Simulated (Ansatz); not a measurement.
BNH3OF (SMILES NB(O)F): methods side by side

BNH3OF: 7 atoms, total charge 0, spin state singlet. SMILES: `NB(O)F`. Geometry: relaxed at PBE0-D4/def2-TZVP. This is one conformer, not always the lowest.

```xyz
7

N    -0.5318    0.7534   -0.0321
B     0.0393   -0.5057   -0.2888
O     1.1063   -1.0443    0.3670
F    -0.4948   -1.2582   -1.2563
H    -1.3204    1.0817   -0.5597
H    -0.2101    1.3943    0.6685
H     1.4727   -0.4892    1.0557
```

Each level gives the energy change with the N1–B2 bond stretched from 1.406 to 2.531 Å (eV). The values are calculated.

```
                          level                    kind  program  value (eV)
      HF/6-311+G** (restricted)            Hartree–Fock   Ansatz        6.18
    BLYP/6-311+G** (restricted)                     GGA   Ansatz        4.78
   B3LYP/6-311+G** (restricted)           global hybrid   Ansatz        5.27
 r2SCAN0/6-311+G** (restricted)         hybrid meta-GGA   Ansatz        5.71
   wB97X/6-311+G** (restricted)  range-separated hybrid   Ansatz        5.57
PBE-QIDH/6-311+G** (restricted)           double hybrid   Ansatz        5.76
RPA@PBE0/6-311+G** (restricted)                     RPA   Ansatz        5.36
     MP2/6-311+G** (restricted)     perturbation theory   Ansatz        5.47
    CCSD/6-311+G** (restricted)   coupled cluster or CI   Ansatz        5.53
```

The first shape isn't each level's own minimum. The values span 4.78 to 6.18 eV.
